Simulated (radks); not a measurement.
Q: All-electron atom: Kr+ in [Ar] 3d10 4s2 4p5. Calculated with a radial shooting solver on a logarithmic mesh with Libxc functionals: scalar-relativistic Kohn-Sham, PBEsol, spin-polarised, spherical densities, point nucleus; open shells are filled with parallel spins first. Some entries of the table are withheld. Estimate them.

orbital  occ.  eigenvalue (Ry)  <r^2> (bohr^2)
1s up       1        -1040.762        0.002321
1s down     1        -1040.757        0.002321
2s up       1        -137.8206         0.03975
2s down     1        -137.8171         0.03975
2p up       3        -121.9902         0.03139
2p down     3        -121.9846         0.03139
3s up       1        -20.24503          0.3238
3s down     1        -20.23784          0.3237
3p up       3              (1)          0.3424
3p down     3              (2)          0.3422
3d up       5              (3)          0.3810
3d down     5              (4)          0.3798
4s up       1         -2.52743           2.692
4s down     1         -2.46289           2.698
4p up       3         -1.46557           3.835
4p down     2         -1.40306           3.892

A: 
(1) 3p up eigenvalue (Ry): -15.20603
(2) 3p down eigenvalue (Ry): -15.19787
(3) 3d up eigenvalue (Ry): -6.86033
(4) 3d down eigenvalue (Ry): -6.85019
